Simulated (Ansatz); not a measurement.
ClIn, charge +1, doublet, geometry from GFN2-xTB (such geometries of metal compounds can be far from the true shape) (a state made from the parent by changing its charge; the spin is typed, not shown lowest) (all electrons, no relativity). Base run: SVWN5/STO-3G (Ansatz, a quantum-chemistry and plane-wave program).

The Ansatz input:
Ansatz 0.2 input:
```yaml
crystal:
  periodic: [false, false, false]
  atoms:
    - {symbol: In, position_ang: [-0.00000000, -0.00000000, -0.64646640]}
    - {symbol: Cl, position_ang: [0.00000000, 0.00000000, 1.86334432]}
basis:
  gaussian:
    orbitals: STO-3G
hamiltonian:
  xc: {name: SVWN5}
total_charge: 1
magnetization: {spin_polarized: true, initial_magnetization: 1}
```

The base run was repeated with changes; each row names its change, and settings that it needs were set with it.

| change | ΔE vs base (eV) | outcome |
|---|---|---|
| base | 0.00 | converged |
| occupation = up:A1:17 A2:2 B1:7 B2:7 down:A1:16 A2:2 B1:7 B2:7 | 0.00 | converged |
| occupation = up:A1:18 A2:1 B1:7 B2:7 down:A1:16 A2:2 B1:7 B2:7 | 13.11 | converged |
| occupation = up:A1:17 A2:2 B1:8 B2:6 down:A1:16 A2:2 B1:7 B2:7 | 5.21 | converged |
| occupation = up:A1:17 A2:1 B1:7 B2:8 down:A1:16 A2:2 B1:7 B2:7 | 10.09 | converged |
| occupation = up:A1:16 A2:3 B1:7 B2:7 down:A1:16 A2:2 B1:7 B2:7 | - | input refused |
| symmetry_tolerance_ang = 0.01 | 0.00 | converged |

- occupation = up:A1:16 A2:3 B1:7 B2:7 down:A1:16 A2:2 B1:7 B2:7: ended with `Error: 3 electrons of one spin were asked for in irrep 3 (counted from 0), which has 2 orbitals`
